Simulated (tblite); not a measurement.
A tight-binding relaxation on `C#CCP(C[SiH3])CC(C)=O`.

Computed with GFN2-xTB geometry optimisation, gas phase (tblite 0.8.0). Start geometry: from a force field or distance geometry. The command runs a driver script over a list of jobs; the input below is this job's line of settings and its coordinates in Å.

Command:
```bash
OMP_NUM_THREADS=1 python probes_run.py task.json out
```

Input:
```
{"job": {"kind": "relax", "xc": "GFN2-xTB", "basis": "xTB"}, "charge": 0, "multiplicity": 1}
C      0.441100     3.860000     0.152100
C     -0.200200     2.917600    -0.240600
C     -0.956300     1.757500    -0.712100
P     -1.066600     0.511100     0.620000
C     -1.899800    -0.868000    -0.277400
Si    -2.178800    -2.351100     0.788800
C      0.704800    -0.051400     0.722200
C      1.529600    -0.447900    -0.486600
C      3.006400    -0.642500    -0.257900
O      1.030400    -0.645900    -1.599200
H      0.979800     4.707100     0.493400
H     -1.984200     2.078400    -0.972800
H     -0.522200     1.358300    -1.616400
H     -1.339600    -1.147600    -1.185500
H     -2.876300    -0.490200    -0.623800
H     -2.866500    -3.419200     0.037600
H     -0.875100    -2.896500     1.276200
H     -3.016000    -2.030800     1.973700
H      1.246700     0.769200     1.216300
H      0.749500    -0.900200     1.425900
H      3.436400     0.305800     0.093100
H      3.487000    -0.927000    -1.193000
H      3.165300    -1.419700     0.493900
```

Output:
```
step      E/eV     max force
  0    -811.73714    2.399
  1    -811.81736    2.704
  2    -811.87097    1.094
  3    -811.86660    1.736
  4    -811.88462    0.199
  5    -811.88811    0.159
  6    -811.89466    0.253
  7    -811.89709    0.151
  8    -811.89971    0.118
  9    -811.90166    0.126
... (146 lines left out)
156    -812.07882    0.055
157    -812.07911    0.035
158    -812.07924    0.032
159    -812.07937    0.022
160    -812.07946    0.028
161    -812.07956    0.028
162    -812.07964    0.020
163    -812.07970    0.020
164    -812.07973    0.013
165    -812.07976    0.009
```

«max force» is the largest atomic force in eV/Å.

From which step on does the largest force stay under 0.1 eV/Å, and how much energy is left to gain from there?

From step 124 (0.100 eV/Å), 18.8 meV above the end.

Summary of the converged run: energy lowered by 7.9 kcal/mol over 165 steps; largest atomic force 0.009 eV/Å at the end.
Labels such as C1 count atoms from 1, the log's own numbers from 0.
